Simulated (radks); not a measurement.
Re4+, 71 electrons, occupied as [Kr] 4d10 4f14 5s1.75 5p6 5d3.25 (fractional occupations, a model configuration). Calculated with a radial shooting solver on a logarithmic mesh with Libxc functionals: Dirac Kohn-Sham, LDA (Slater exchange, Perdew-Wang correlation), spin-unpolarised, spherical densities, point nucleus; open shells are shared between the two j in proportion to 2j + 1.

Spin-orbit splittings of the eigenvalues, e(l+1/2) - e(l-1/2), with zeta = 2 splitting/(2l+1) and mean radii in bohr:

shell,occ.,splitting (eV),zeta (eV),<r> j=l-1/2,<r> j=l+1/2
2p,6,1438,958.9,0.06248,0.07056
3p,6,312.3,208.2,0.1871,0.2020
3d,10,67.84,27.14,0.1765,0.1811
4p,6,73.10,48.73,0.4451,0.4788
4d,10,13.51,5.403,0.4935,0.5050
4f,14,2.527,0.7220,0.5732,0.5817
5p,6,11.58,7.717,1.117,1.210
5d,3.25,1.269,0.5074,1.568,1.605
